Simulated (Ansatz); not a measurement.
Steps of a relaxation of C4H3F3, SMILES `FC1C=CC1(F)F` with RKS PBE0-D4/def2-TZVP.

```sh
$ ansatz run in.yaml --threads 4 --pin off --events-out ev --progress --plain --max-ram 10444MiB
```

```yaml
crystal:
  periodic: [false, false, false]
  atoms:
    - {symbol: F, position_ang: [-0.379505, -2.047550, -0.280047]}
    - {symbol: C, position_ang: [-0.510414, -0.790286, 0.260172]}
    - {symbol: C, position_ang: [0.727427, -0.200075, 0.909745]}
    - {symbol: C, position_ang: [0.807711, 0.860504, 0.072061]}
    - {symbol: C, position_ang: [-0.365158, 0.395050, -0.760894]}
    - {symbol: F, position_ang: [-1.426176, 1.250364, -0.833303]}
    - {symbol: F, position_ang: [-0.080549, -0.008315, -2.026551]}
    - {symbol: H, position_ang: [-1.447040, -0.746875, 0.860096]}
    - {symbol: H, position_ang: [1.313399, -0.520707, 1.784011]}
    - {symbol: H, position_ang: [1.443404, 1.756690, 0.017711]}
basis:
  gaussian: {orbitals: def2-TZVP}
hamiltonian: {xc: pbe0, dispersion: d4}
relax: {f_tol: 0.005, max_steps: 150}
```

Positions (Å) and forces (eV/Å) along the path, 6 of 6 steps:

```xyz
10
step=1 energy=-12338.3364 eV
F    -0.380   -2.048   -0.280   -0.047    0.410    0.206
C    -0.510   -0.790    0.260   -0.184    0.227    0.103
C     0.727   -0.200    0.910    0.090    0.499   -0.397
C     0.808    0.861    0.072   -0.025   -0.493    0.398
C    -0.365    0.395   -0.761    0.085   -0.095    0.015
F    -1.426    1.250   -0.833    0.456   -0.410   -0.053
F    -0.081   -0.008   -2.027   -0.192    0.286    0.554
H    -1.447   -0.747    0.860    0.524   -0.105   -0.355
H     1.313   -0.521    1.784   -0.340    0.187   -0.499
H     1.443    1.757    0.018   -0.365   -0.507    0.029
10
step=2 energy=-12338.3812 eV
F    -0.379   -2.037   -0.272   -0.019    0.113    0.055
C    -0.510   -0.783    0.261    0.008    0.092    0.013
C     0.725   -0.197    0.902   -0.023    0.123   -0.106
C     0.805    0.853    0.074   -0.047   -0.151    0.079
C    -0.362    0.392   -0.756    0.017   -0.008   -0.020
F    -1.418    1.241   -0.831    0.166   -0.152   -0.018
F    -0.079    0.000   -2.017   -0.078    0.099    0.237
H    -1.434   -0.747    0.855    0.153   -0.025   -0.110
H     1.303   -0.512    1.766   -0.088    0.042   -0.125
H     1.432    1.738    0.021   -0.088   -0.133   -0.003
10
step=3 energy=-12338.3858 eV
F    -0.374   -2.031   -0.271    0.009    0.002   -0.003
C    -0.508   -0.780    0.260   -0.012    0.028    0.015
C     0.721   -0.194    0.902    0.007   -0.019   -0.010
C     0.804    0.849    0.073   -0.009    0.015    0.005
C    -0.361    0.392   -0.752    0.009   -0.024   -0.025
F    -1.415    1.237   -0.827    0.009   -0.005    0.010
F    -0.082    0.004   -2.009   -0.003    0.005   -0.006
H    -1.429   -0.748    0.847   -0.017   -0.007    0.009
H     1.295   -0.508    1.763    0.002   -0.004    0.008
H     1.433    1.727    0.016    0.006    0.010   -0.001
10
step=4 energy=-12338.3859 eV
F    -0.375   -2.031   -0.271    0.001   -0.012   -0.004
C    -0.508   -0.780    0.261    0.007    0.010    0.000
C     0.722   -0.194    0.901   -0.004    0.002    0.005
C     0.803    0.850    0.074    0.005   -0.002   -0.003
C    -0.361    0.392   -0.753    0.000   -0.004   -0.004
F    -1.414    1.236   -0.827   -0.006    0.006    0.000
F    -0.081    0.004   -2.010   -0.002    0.001    0.006
H    -1.430   -0.747    0.848   -0.002   -0.001   -0.001
H     1.296   -0.509    1.762   -0.001   -0.002    0.002
H     1.432    1.728    0.017    0.001    0.001   -0.002
10
step=5 energy=-12338.3859 eV
F    -0.374   -2.031   -0.271    0.002   -0.004   -0.002
C    -0.508   -0.780    0.261   -0.002    0.007    0.004
C     0.721   -0.194    0.902    0.000    0.002    0.000
C     0.803    0.850    0.074    0.001    0.000    0.001
C    -0.361    0.392   -0.753    0.004   -0.005   -0.005
F    -1.414    1.237   -0.827   -0.002    0.002    0.002
F    -0.082    0.004   -2.010   -0.002    0.001    0.002
H    -1.430   -0.748    0.848    0.000   -0.002   -0.001
H     1.295   -0.509    1.763   -0.001   -0.001    0.000
H     1.433    1.728    0.016    0.000    0.000   -0.001
10
step=6 energy=-12338.3859 eV
F    -0.372   -2.030   -0.272    0.002   -0.002    0.000
C    -0.508   -0.779    0.261    0.001    0.002    0.001
C     0.720   -0.193    0.902    0.001   -0.005    0.004
C     0.804    0.849    0.073    0.000    0.000   -0.001
C    -0.361    0.392   -0.753   -0.004    0.000   -0.003
F    -1.414    1.238   -0.825    0.002   -0.001   -0.001
F    -0.084    0.004   -2.010   -0.001    0.004    0.000
H    -1.430   -0.750    0.847   -0.001    0.003   -0.001
H     1.293   -0.508    1.765    0.002    0.001    0.000
H     1.434    1.727    0.014   -0.001   -0.002    0.000
```

It took 15 s on 4 threads of an Intel Xeon 6975P-C on a shared host, with 0.68 GiB of host memory at the peak.
